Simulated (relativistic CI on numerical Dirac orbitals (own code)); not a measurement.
Ti³⁺ in a cubic cluster: 3p photoemission with charge transfer

Computed with a charge-transfer multiplet model of a cubic metal-ligand cluster with up to 2 ligand holes, Slater and spin-orbit integrals from Dirac-Coulomb-Breit ions, Slater integrals scaled by 0.8. The ground state mixes d1 with configurations of k ligand holes L, whose averages lie at kΔ + k(k − 1)U_dd/2; a core hole lowers each added d electron by U_cd. 300 K, Lorentzian 0.9 eV and Gaussian 0.8 eV FWHM.

Atomic integrals in eV (Slater integrals scaled, ζ unscaled), ground: F2dd 6.578, F4dd 4.090, zeta_d 0.017; with the core hole: F2dd 6.578, F4dd 4.090, zeta_d 0.021, zeta_core 0.458, F2cd 8.866, G1cd 10.978, G3cd 6.748. Where a configuration has fewer than two d electrons, the dd integrals are those of d2.

Cluster parameters (eV): Δ = 2.8, U_cd = 4.6, 10Dq = 1.65, 10Dq(ligand) = 0.8, V(eg) = 2, V(t2g) = -0.91, final-state hopping factor = 0.9.

```
         Case   n_d    d1   d2L  d3L2     S
U_dd = 2.6 eV  1.63  0.46  0.45  0.09  0.50
  U_dd = 4 eV  1.59  0.48  0.44  0.08  0.50
U_dd = 5.4 eV  1.56  0.50  0.44  0.06  0.50
```

Weights, n_d and S are thermal averages at 300 K. Binding energies count from the first peak over 30 % of the highest in each spectrum, which can be another peak from case to case. The parameters are a model scan and need not match a compound or its usual spin state. Peaks in eV (height, largest 100):
- U_dd = 2.6 eV: 0.0 (95), 1.1 (100), 7.8 (30), 10.0 (28), 15.6 (7), 17.6 (5)
- U_dd = 4 eV: 0.0 (98), 1.1 (100), 7.0 (27), 10.3 (25), 16.0 (7)
- U_dd = 5.4 eV: 0.0 (100), 1.1 (100), 7.4 (26), 10.6 (22), 16.3 (6)

Curve for U_dd = 2.6 eV (points under 2 left out, the grid thinned):

```json
{"E (eV)": "-3.5", "Intensity": "4.1"}
{"E (eV)": "-3.0", "Intensity": "5.4"}
{"E (eV)": "-2.4", "Intensity": "8.1"}
{"E (eV)": "-1.9", "Intensity": "12.7"}
{"E (eV)": "-1.3", "Intensity": "27.8"}
{"E (eV)": "-0.8", "Intensity": "58.9"}
{"E (eV)": "-0.2", "Intensity": "93.3"}
{"E (eV)": "0.3", "Intensity": "94.1"}
{"E (eV)": "0.9", "Intensity": "98.9"}
{"E (eV)": "1.4", "Intensity": "96.6"}
{"E (eV)": "2.0", "Intensity": "87.1"}
{"E (eV)": "2.5", "Intensity": "78.6"}
{"E (eV)": "3.1", "Intensity": "59.2"}
{"E (eV)": "3.6", "Intensity": "50.1"}
{"E (eV)": "4.2", "Intensity": "46.4"}
{"E (eV)": "4.7", "Intensity": "43.6"}
{"E (eV)": "5.3", "Intensity": "37.4"}
{"E (eV)": "5.8", "Intensity": "32.6"}
{"E (eV)": "6.4", "Intensity": "28.8"}
{"E (eV)": "6.9", "Intensity": "27.8"}
{"E (eV)": "7.5", "Intensity": "29.2"}
{"E (eV)": "8.0", "Intensity": "29.2"}
{"E (eV)": "8.5", "Intensity": "27.5"}
{"E (eV)": "9.1", "Intensity": "27.1"}
{"E (eV)": "9.6", "Intensity": "28.1"}
{"E (eV)": "10.2", "Intensity": "28.2"}
{"E (eV)": "10.7", "Intensity": "25.4"}
{"E (eV)": "11.3", "Intensity": "19.7"}
{"E (eV)": "11.8", "Intensity": "16.0"}
{"E (eV)": "12.4", "Intensity": "12.8"}
{"E (eV)": "12.9", "Intensity": "10.1"}
{"E (eV)": "13.5", "Intensity": "8.1"}
{"E (eV)": "14.0", "Intensity": "7.2"}
{"E (eV)": "14.6", "Intensity": "6.5"}
{"E (eV)": "15.1", "Intensity": "6.8"}
{"E (eV)": "15.7", "Intensity": "7.2"}
{"E (eV)": "16.2", "Intensity": "6.2"}
{"E (eV)": "16.8", "Intensity": "5.1"}
{"E (eV)": "17.3", "Intensity": "5.0"}
{"E (eV)": "17.9", "Intensity": "5.0"}
{"E (eV)": "18.4", "Intensity": "4.1"}
{"E (eV)": "19.0", "Intensity": "3.0"}
{"E (eV)": "19.5", "Intensity": "2.7"}
{"E (eV)": "20.1", "Intensity": "2.4"}
{"E (eV)": "20.6", "Intensity": "2.0"}
```

For the case U_dd = 4 eV, Δ = 2.8 eV is smaller than U_dd = 4 eV, the charge-transfer side of the Zaanen-Sawatzky-Allen scheme. With the core hole the average of the configuration with one ligand hole lies at Δ − U_cd = -1.8 eV before mixing: the effective hopping of about 3.9 eV (from the holes of the mixed ground state) is comparable with this gap or larger, so the configurations mix strongly.

With at most 2 ligand holes the space is cut while the next configuration still counts, so covalency is underestimated, and a final configuration with one more ligand hole, which can lie low, is missing from the spectra.
